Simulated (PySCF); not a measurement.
# Multinuclear NMR of C2H11NSi4

Numbering as in the mapped SMILES `[N:1]#[C:2][C@H:3]([SiH3:4])[SiH:5]([SiH3:6])[SiH3:7]`. Hydrogens are named by the atom that carries them.

Method: GIAO PBE0/pcSseg-1 shieldings, structure optimised with GFN2-xTB, in PySCF 2.14 (isolated molecule, one computed conformer, averaged over atoms made equivalent by symmetry, fast rotation or ring inversion, non-relativistic Hamiltonian).

Problem. What are the $^{29}$Si shifts?

Solution. 
| atoms | environment | σ (ppm) | δ (ppm) |
| --- | --- | --- | --- |
| Si4 | silicon bonded to C, 3 H | 411.4 | -58.2 |
| Si5 | silicon bonded to C, 2 Si, H | 418.5 | -64.0 |
| Si6 | silicon bonded to Si, 3 H | 460.6 | -98.6 |
| Si7 | silicon bonded to Si, 3 H | 467.5 | -104.3 |

Shieldings were converted by a linear fit to measured shifts: $^{29}$Si (scatter 8.9 ppm rms, 25.8 ppm with the 6 outliers that the fit left out vs TMS, solution or neat liquid). A few per cent of atoms miss by over 2 rms, more outside the fitted compound classes.

On a 400 MHz spectrometer $^{29}$Si resonates near 79.5 MHz, so 1 ppm is 79.5 Hz.

Problem. Predict the $^{15}$N NMR data.

Solution. 
```
atoms       environment  σ (ppm)  δ (ppm)
   N1  nitrile nitrogen    -25.9   -124.2
```

Shieldings were converted by a linear fit to measured shifts: $^{15}$N: δ = -148.07 − 0.921σ (rms 6.3 ppm, 71 shifts vs CH3NO2, solution or neat liquid). A few per cent of atoms miss by over 2 rms, more outside the fitted compound classes.

On a 600 MHz spectrometer $^{15}$N resonates near 60.8 MHz, so 1 ppm is 60.8 Hz.
